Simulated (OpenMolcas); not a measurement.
An OpenMolcas run meant for B⁺ (ANO-L-VQZP, non-relativistic; inactive shells 1s; intended active space 2 electrons in 4 orbitals (2s 2p)). One step of its input:

```
&RASSCF
FileOrb=start.orb
Symmetry=1
Spin=3
nActEl=3 0 0
Inactive=1 0
Ras2=1 3
CIRoot=3 3 1
SDav=3
CIMx=300
Iter=100 100
PrWF=0.3
OrbListing=Nothing
MaxOrb=0
Atom
CIOnly
>>> COPY $Project.JobIph JOB001
```

Lines from the output:

```
--- SEWARD ---
Basis set label: B.ANO-L...5S4P3D2F.

      Electronic valence basis set:
      ------------------
      Associated Effective Charge   5.000000 au
      Associated Actual Charge      5.000000 au
      Nuclear Model: Point charge

      Shell  nPrim  nBasis  Cartesian Spherical Contaminant
         s      14       5        X
         p       9       4        X
         d       4       3                 X
         f       3       2                 X
                  Atomic mean-field integrals
--- RASSCF ---

 Nr of active orbitals     NAC=   4
 Spin degeneracy         ISPIN=   3
 There can be no such wave function.
 ************************************************
--- Stop Module: rasscf at  /rc=_RC_INPUT_ERROR_ ---
.####################.
.# User input error #.
.####################.
```

Question: What is wrong with the input?

Answer: nActEl holds one electron too many for this ion, which clashes with the multiplicity.
